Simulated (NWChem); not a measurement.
AuPH$_{4}$; SMILES [PH3]->[AuH]

```xyz
6

Au     0.0000     0.0000    -0.4326
H      0.0000     0.0000    -2.0400
P      0.0000     0.0000     1.9228
H      1.2101    -0.2642     2.6147
H     -0.8338    -0.9159     2.6147
H     -0.3763     1.1801     2.6147
```
Atoms are numbered in this order, from 1.

Level: PBE0/def2-SVP with def2 effective core potentials on Au (NWChem), optimised geometry, unscaled harmonic frequencies. def2 effective core potentials on Au; no spin-orbit coupling.

Question: List the harmonic frequencies with IR intensities, and the thermochemistry.

Answer: 
| frequency (cm⁻¹) | IR intensity (km/mol) |
|---|---|
| 266 | 0.9 |
| 327 | 6.4 |
| 327 | 6.4 |
| 599 | 14.1 |
| 599 | 14.1 |
| 1000 | 108.6 |
| 1120 | 5.3 |
| 1120 | 5.3 |
| 2115 | 106.8 |
| 2465 | 36.4 |
| 2483 | 8.3 |
| 2483 | 8.3 |

- zero-point energy = 21.3 kcal/mol
- thermal correction to the enthalpy at 298.15 K (with zero-point energy) = 24.7 kcal/mol
- heat capacity Cv = 13.9 cal/(mol K)
- entropy at 298.15 K and 1 atm (symmetry number 3) = 68.7 cal/(mol K)

Rigid rotor and harmonic oscillator.
